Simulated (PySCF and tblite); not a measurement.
Results of a calculation; reference values are marked as such.
C6H9NO, numbered as in [N:1]#[C:2][C@@H:3]1[CH2:4][CH2:5][CH2:6][O:7][CH2:8]1.

The ensemble was built from 90 distance-geometry starts (ETKDG and KDG, MMFF94s, GFN2-xTB) and rests on PBE0-D3(BJ)/def2-SVP geometries. Energies: PBE0-D3(BJ)/def2-TZVP, with GFN2-xTB thermal terms (modes under about 100 cm⁻¹ blended into free rotors). Symmetry numbers and mirror images are counted. Conformers within 4 kcal/mol (GFN2-xTB free energy) were kept, 7 at most. Couplings: B3LYP/pcSseg-1 with pcJ-1 on H (gas phase; spin-dipole term only for pairs with B, N, F, Si or P). Couplings are for ¹H. Of two unlike H on one atom, a is the less shielded (PBE0/pcSseg-1). Codes: tblite and PySCF.

The 6-ring runs over atoms 3–4–5–6–7–8.

```
conformer                                                        shape  weight %
        1                   6-ring chair (all substituents equatorial)      80.0
        2                                      6-ring chair (C2 axial)      20.0
        3  6-ring twist-boat (ring torsions -62, 23, 43, -71, 27, 36°)       0.0
```

Dihedral angles along the coupling paths:

```csv
coupling,conformer,dihedral (°)
"³J(H3,H4a)",1,-57
"³J(H3,H4a)",2,51
"³J(H3,H4a)",3,36
"³J(H3,H4b)",1,-174
"³J(H3,H4b)",2,-65
"³J(H3,H4b)",3,-81
"³J(H3,H8b)",1,175
"³J(H3,H8b)",2,64
"³J(H3,H8b)",3,144
"³J(H3,H8a)",1,57
"³J(H3,H8a)",2,-54
"³J(H3,H8a)",3,26
"³J(H4a,H5a)",1,-64
"³J(H4a,H5a)",2,-173
```

Task: What are these vicinal couplings in each conformer, and averaged?

Result: 
```tsv
coupling	conformer	dihedral (°)	J (Hz)	average (Hz)
³J(H3,H4a)	1	-57	4.3	4.5
³J(H3,H4a)	2	51	5.2	4.5
³J(H3,H4a)	3	36	9.5	4.5
³J(H3,H4b)	1	-174	13.6	11.4
³J(H3,H4b)	2	-65	2.9	11.4
³J(H3,H4b)	3	-81	0.7	11.4
³J(H3,H8b)	1	175	11.6	9.6
³J(H3,H8b)	2	64	1.8	9.6
³J(H3,H8b)	3	144	10.2	9.6
³J(H3,H8a)	1	57	5.0	4.6
³J(H3,H8a)	2	-54	2.9	4.6
³J(H3,H8a)	3	26	11.2	4.6
³J(H4a,H5a)	1	-64	3.1	5.4
³J(H4a,H5a)	2	-173	14.7	5.4
```
